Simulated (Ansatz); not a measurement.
Consider the ligand exchange at the Si–F bond: `F[Si]1(Cl)CO1` + `[NH2][AlH2]` → `[AlH2][NH][Si]1(Cl)CO1` + H–F.

Computed with Ansatz on PBE0-D4/def2-TZVP structures; ΔE is electronic, products minus reactants. CBS: MP2 limit from def2 TZ/QZ plus the TZ coupled-cluster correction, frozen cores. This one scheme is used for every species. DFT in def2-TZVPP. One conformer a species, not always the lowest.

```
             level  ΔE (kcal/mol)
            PBE-D4           13.0
            B2PLYP           15.1
               PBE           14.8
              PBE0           13.9
SCS-MP2/def2-TZVPP           13.1
SCS-MP2/def2-QZVPP           13.0
     MP2/CBS(def2)           11.3
    CCSD/CBS(def2)           12.9
```

Task: What does CCSD(T)/CBS give? (An estimate is asked.)

Result: The calculation gave: +12.2 kcal/mol. The listed levels differ from it by 0.8, 2.9, 2.6, 1.7, 0.9, 0.8, -0.9, 0.7 kcal/mol.

Largest T1 diagnostic among the species: 0.012.

In def2-TZVPP, CCSD(T) changes the Hartree–Fock value by −4.2 kcal/mol (the triples alone add −0.7 kcal/mol) and MP2 by −5.1 kcal/mol. The D4 term adds −3.0 kcal/mol with B3LYP and −1.7 kcal/mol with PBE0; it sums over pairs of atoms, weighted by their polarisabilities, and B3LYP, whose exchange is more repulsive, gets the larger term.

B3LYP here is the variant with VWN-RPA as its local correlation; programs differ in this.
